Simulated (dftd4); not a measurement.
H4Ge (SMILES [GeH4]), singlet, at a GFN2-xTB geometry; D4 for tpss (dftd4).

Here is a job for dftd4.
```
$ dftd4 mol.xyz --func tpss --charge 0 --json dftd4.json --noedisp --grad

# file mol.xyz
5

Ge     0.00000000    -0.00000000     0.00000000
H     -0.59006963    -0.86482524    -1.04966053
H      0.55512279    -0.84636567     1.08323401
H     -1.04872747     0.88859607     0.55539157
H      1.08367430     0.82259483    -0.58896505
```

Problem. Write the output that dftd4 gives for this input, abridged.

Solution. 
```
                    ____  _____ _____     ____  _  _
      -------------|  _ \|  ___|_   _|---|  _ \| || |------------
     |             | | | | |_    | | ___ | | | | || |_           |
     |             | |_| |  _|   | ||___|| |_| |__   _|          |
     |             |____/|_|     |_|     |____/   |_|            |
     |             ===================================           |
     |            E. Caldeweyher, S. Ehlert & S. Grimme          |
     |          Mulliken Center for Theoretical Chemistry        |
     |                    University of Bonn                     |
      -----------------------------------------------------------

Rational (Becke-Johnson) damping: tpss-D4-ATM
---------------------
  s6         1.0000
  s8         1.7660
  s9         1.0000
  a1         0.4282
  a2         4.5426
 alp        16.0000
--------------------

Dispersion energy:      -2.1468424001834E-03 Eh

Gradient norm:           3.3885889484392E-05 Eh/a0
--------------------------------------------------
     #    Z           dE/dx      dE/dy      dE/dz
--------------------------------------------------
     1   32 Ge   -4.076E-13 -5.008E-13 -1.846E-13
     2    1 H    -6.744E-06 -9.884E-06 -1.200E-05
     3    1 H     6.344E-06 -9.673E-06  1.238E-05
     4    1 H    -1.199E-05  1.016E-05  6.347E-06
     5    1 H     1.238E-05  9.401E-06 -6.731E-06
--------------------------------------------------

Virial:
--------------------------------------------------
      component           x          y          z
--------------------------------------------------
          x       6.329E-05  2.015E-13 -3.615E-13
          y       2.015E-13  6.329E-05 -3.613E-13
          z      -3.615E-13 -3.613E-13  6.329E-05
--------------------------------------------------

[Info] Dispersion results written to 'dftd4.txt'
[Info] JSON dump of results written to 'dftd4.json'
```
